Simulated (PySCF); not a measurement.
C4H6ClF, SMILES C[C@@H](F)/C=C\Cl.

Geometry optimised at PBE-D3(BJ)/def2-SVP. The structure was generated by enumeration; whether it is a known compound was not checked. The values are those of a single conformer.

Calculation: PBE-D3(BJ)/def2-SVP (PySCF 2.14.0).

Frequencies are harmonic and unscaled.

Computed normal modes with their intensities:
| mode | ν (cm⁻¹) | IR (km/mol) | moving atoms (share of kinetic energy) |
|---|---|---|---|
| 1 | 43 | 2.6 | C 45 %, F 18 %, H 18 %, Cl 18 % |
| 2 | 143 | 1.9 | Cl 43 %, C 29 %, F 18 %, H 10 % |
| 3 | 235 | 1.0 | C 54 %, H 31 %, F 11 % |
| 4 | 254 | 0.1 | H 89 % |
| 5 | 367 | 5.4 | F 38 %, C 38 %, H 22 % |
| 6 | 407 | 1.6 | C 47 %, F 22 %, H 22 %, Cl 10 % |
| 7 | 515 | 0.4 | C 64 %, H 32 % |
| 8 | 603 | 7.0 | C 65 %, F 15 %, H 11 %, Cl 9 % |
| 9 | 693 | 44.9 | H 73 %, C 26 % |
| 10 | 732 | 29.3 | C 65 %, Cl 21 %, H 13 % |
| 11 | 859 | 12.9 | H 49 %, C 44 % |
| 12 | 895 | 1.2 | H 78 %, C 21 % |
| 13 | 925 | 7.0 | H 52 %, C 33 %, F 15 % |
| 14 | 1059 | 48.6 | H 48 %, C 45 % |
| 15 | 1079 | 57.6 | C 62 %, H 31 % |
| 16 | 1114 | 35.7 | C 49 %, H 47 % |
| 17 | 1158 | 1.7 | H 78 %, C 19 % |
| 18 | 1255 | 10.8 | H 80 %, C 20 % |
| 19 | 1299 | 6.3 | H 78 %, C 21 % |
| 20 | 1324 | 17.3 | H 62 %, C 37 % |
| 21 | 1334 | 19.6 | H 75 %, C 25 % |
| 22 | 1407 | 3.8 | H 95 % |
| 23 | 1416 | 3.2 | H 94 % |
| 24 | 1656 | 33.3 | C 95 % |
| 25 | 2965 | 15.1 | H 92 % |
| 26 | 2980 | 11.0 | H 97 % |
| 27 | 3080 | 11.2 | H 90 %, C 10 % |
| 28 | 3084 | 7.9 | H 91 %, C 9 % |
| 29 | 3108 | 0.6 | H 92 % |
| 30 | 3150 | 2.5 | H 91 %, C 9 % |
